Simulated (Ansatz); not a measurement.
Cost and result for the atomization energy of CH5GaGe (8 atoms, 7 bonds).

```json
{"atom": "C1", "x (Å)": "-0.623", "y (Å)": "0.616", "z (Å)": "-0.470"}
{"atom": "Ga2", "x (Å)": "0.423", "y (Å)": "1.753", "z (Å)": "-1.801"}
{"atom": "Ge3", "x (Å)": "0.441", "y (Å)": "-0.660", "z (Å)": "0.551"}
{"atom": "H4", "x (Å)": "-1.133", "y (Å)": "1.282", "z (Å)": "0.238"}
{"atom": "H5", "x (Å)": "-1.398", "y (Å)": "0.060", "z (Å)": "-1.012"}
{"atom": "H6", "x (Å)": "1.154", "y (Å)": "-1.640", "z (Å)": "-0.404"}
{"atom": "H7", "x (Å)": "-0.395", "y (Å)": "-1.492", "z (Å)": "1.544"}
{"atom": "H8", "x (Å)": "1.531", "y (Å)": "0.081", "z (Å)": "1.354"}
```

The species carries charge 0 and has multiplicity 1. Correlated methods include outer-core shells of Ga, Ge, which these sets cover unevenly. Scalar relativity is left out up to krypton. The bonds changed during the relaxation, so this is another structure than the one it started from. The geometry is a stationary point of PBE0-D4/def2-TZVP. Program: Ansatz. All runs use 2 threads of an AMD EPYC 7B13 on a shared host. Times are those of one run each, without the atoms' runs, and a repeat can differ threefold. Electronic energies, without spin–orbit coupling; frozen cores. CCSD(T)/CBS adds CCSD(T) − MP2 in def2-TZVPP to the MP2 limit, and its time is that of the two runs behind it. T1 = 0.012. With those shells the extrapolation isn't a true limit. B3LYP takes the VWN-RPA correlation (the form of Gaussian; ORCA's B3LYP/G).

CCSD(T)/CBS is a level of theory with its own doubt, some kJ/mol a heavy atom from the limit and from the frozen cores, so smaller differences don't rank the functionals.

| level | functions | wall time | atomization (kJ/mol) | difference from CCSD(T)/CBS | per bond |
| --- | --- | --- | --- | --- | --- |
| LDA (SPW92)/def2-TZVPP | 197 | 1.4 s | 2621.0 | 277.1 | 39.6 |
| revPBE-D4/def2-TZVPP | 197 | 2.2 s | 2283.0 | -60.9 | -8.7 |
| CAM-B3LYP-D4/def2-TZVPP | 197 | 4.1 s | 2326.0 | -17.9 | -2.6 |
| r2SCAN-D4/def2-TZVPP (with forces) | 197 | 5.5 s | 2328.9 | -15.0 | -2.1 |
| B3LYP-D4/def2-TZVPP (with forces) | 197 | 5.5 s | 2316.0 | -27.9 | -4.0 |
| r2SCANh-D4/def2-TZVPP | 197 | 6 s | 2320.1 | -23.8 | -3.4 |
| B2PLYP/def2-TZVPP | 197 | 6 s | 2294.5 | -49.4 | -7.1 |
| CCSD(T)/def2-SVP | 103 | 7 s | 2209.3 | -134.6 | -19.2 |
| B97M-V/def2-TZVPP | 197 | 10 s | 2348.1 | 4.2 | 0.6 |
| ωB97M-V/def2-TZVPP (with forces) | 197 | 13 s | 2316.1 | -27.8 | -4.0 |
| MP2/def2-QZVPP | 385 | 24 s | 2316.0 | -27.9 | -4.0 |
| CCSD(T)/def2-TZVPP | 197 | 87 s | 2300.7 | -43.2 | -6.2 |
| CCSD(T)/CBS(def2) | – | 110 s | 2343.9 | 0.0 | 0.0 |

In def2-TZVPP, CCSD(T) changes the Hartree–Fock value by +587.2 kJ/mol (the triples alone add +28.9 kJ/mol) and MP2 by +577.9 kJ/mol; breaking electron pairs costs correlation energy, which Hartree–Fock lacks. Leaving LDA and LC-ωPBE aside and taking each functional with its dispersion term where it has one, the values, not all of them listed here, spread over 67.4 kJ/mol, from BHLYP-D4 to B97M-V. LDA lies +310.6 kJ/mol from PBE without D4, its usual overbinding. At CCSD(T), def2-SVP lies −134.6 kJ/mol from the extrapolated value and def2-TZVPP −43.2 kJ/mol: correlation converges slowly with the basis, and small sets miss more of it in the bonded molecule than in its fragments.
